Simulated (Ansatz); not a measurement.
The inner images of a band of GaH4N + H2 (8 atoms, charge 0, multiplicity 1) are given out of order.

All numbers below come from Ansatz 0.2.0, RKS r2SCAN-D4/def2-SVP.

Initial state:

```xyz
8
Properties=species:S:1:pos:R:3
Ga -0.548 0.641 -0.735
N 1.181 0.353 -0.273
H -1.119 -0.262 -1.868
H -1.294 1.761 0.046
H -0.503 -1.385 1.436
H -1.180 -1.648 1.661
H 1.784 -0.337 -0.708
H 1.678 0.877 0.440
```

Final state:

```xyz
8
Properties=species:S:1:pos:R:3
Ga -1.094 0.142 -0.251
N 0.996 -0.130 0.229
H -1.043 -0.282 -1.769
H -1.212 1.680 0.079
H 1.120 -0.815 0.976
H -1.710 -0.880 0.778
H 1.522 -0.459 -0.581
H 1.422 0.745 0.539
```

Put them in order from the first end to the last, with their energies above the first end.
A.
```xyz
8
Properties=species:S:1:pos:R:3
Ga -1.079 0.177 -0.287
N 1.007 -0.095 0.192
H -1.137 -0.290 -1.788
H -1.304 1.692 0.072
H 0.884 -0.792 0.926
H -1.475 -0.889 0.813
H 1.604 -0.505 -0.527
H 1.500 0.701 0.600
```
B.
```xyz
8
Properties=species:S:1:pos:R:3
Ga -0.644 0.433 -0.521
N 1.118 0.137 -0.046
H -1.212 -0.423 -1.694
H -1.380 1.601 0.202
H -0.245 -0.915 0.954
H -1.005 -1.082 1.064
H 1.736 -0.487 -0.551
H 1.631 0.735 0.592
```
C.
```xyz
8
Properties=species:S:1:pos:R:3
Ga -0.578 0.499 -0.585
N 1.186 0.286 -0.198
H -1.174 -0.416 -1.695
H -1.343 1.606 0.199
H -0.407 -1.089 1.125
H -1.141 -1.265 1.246
H 1.781 -0.420 -0.618
H 1.677 0.800 0.525
```
D.
```xyz
8
Properties=species:S:1:pos:R:3
Ga -0.934 0.268 -0.372
N 1.031 -0.066 0.163
H -1.203 -0.386 -1.757
H -1.372 1.663 0.161
H 0.317 -0.687 0.762
H -1.050 -0.899 0.865
H 1.658 -0.553 -0.479
H 1.553 0.660 0.656
```
E.
```xyz
8
Properties=species:S:1:pos:R:3
Ga -1.044 0.212 -0.321
N 1.023 -0.063 0.159
H -1.185 -0.334 -1.783
H -1.353 1.686 0.110
H 0.618 -0.725 0.829
H -1.248 -0.885 0.831
H 1.647 -0.553 -0.481
H 1.542 0.661 0.655
```
F.
```xyz
8
Properties=species:S:1:pos:R:3
Ga -0.798 0.334 -0.430
N 1.062 -0.023 0.120
H -1.218 -0.411 -1.730
H -1.387 1.636 0.185
H 0.009 -0.768 0.822
H -0.943 -0.944 0.924
H 1.691 -0.517 -0.512
H 1.586 0.694 0.620
```
G.
```xyz
8
Properties=species:S:1:pos:R:3
Ga -0.538 0.538 -0.622
N 1.232 0.359 -0.272
H -1.129 -0.400 -1.715
H -1.300 1.628 0.186
H -0.554 -1.284 1.320
H -1.292 -1.439 1.419
H 1.841 -0.311 -0.729
H 1.739 0.909 0.414
```

G (+0.3 kJ/mol), C (+6.0 kJ/mol), B (+32.3 kJ/mol), F (+76.7 kJ/mol), D (+12.6 kJ/mol), E (-47.5 kJ/mol), A (-69.0 kJ/mol).

Run time: 2.1 min on 2 threads of Arm Neoverse V1 (shared host), peak memory 0.15 GiB.
